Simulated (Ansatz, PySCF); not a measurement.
Dimer: NH3 (SMILES N) (first 4 atoms) with C3H6 (SMILES C=CC); geometry from B3LYP-D3(BJ)/def2-TZVP.
(charge 0, multiplicity 1):
```xyz
13

N     -0.21106    -0.20862     0.53719
H     -0.71185    -0.85499    -0.06195
H      0.73847    -0.14826     0.18707
H     -0.16549    -0.62346     1.46246
C      0.12427    -1.01156     4.23753
C     -0.52055     0.11574     3.95961
C      0.12428     1.43046     3.66012
H      1.20752    -1.04862     4.27948
H     -0.40460    -1.93402     4.44073
H     -1.60706     0.10214     3.92956
H     -0.22427     2.20256     4.35168
H      1.21107     1.36812     3.73456
H     -0.13618     1.75959     2.65072
```

Basis-set superposition error: the interaction energy with monomers in their own basis, and in the dimer's basis (counterpoise).

Programs: Ansatz (a first-principles code); PySCF for 6-31G* rows, M06-2X. Values without a source in brackets are computed.

| level | uncorrected (kcal/mol) | counterpoise (kcal/mol) | difference |
|---|---|---|---|
| HF/6-31G* | -1.16 | -0.17 | 0.99 |
| HF/aug-cc-pVTZ | -0.02 | 0.05 | 0.07 |
| PBE/def2-TZVPPD | -1.55 | -1.42 | 0.13 |
| revPBE/def2-TZVPPD | -0.15 | -0.01 | 0.14 |
| BHLYP/def2-TZVPPD | -1.11 | -1.03 | 0.08 |
| M06-2X/def2-TZVPPD | -2.24 | -2.14 | 0.10 |
| CAM-B3LYP/def2-TZVPPD | -1.33 | -1.23 | 0.11 |
| wB97M-V/def2-TZVPPD | -2.28 | -2.16 | 0.12 |
| MP2/6-31G* | -2.79 | -1.12 | 1.67 |
| CCSD(T)/aug-cc-pVDZ | -3.04 | -1.73 | 1.30 |

The error is largest for MP2/6-31G* (1.67 kcal/mol) and smallest for HF/aug-cc-pVTZ (0.07 kcal/mol).
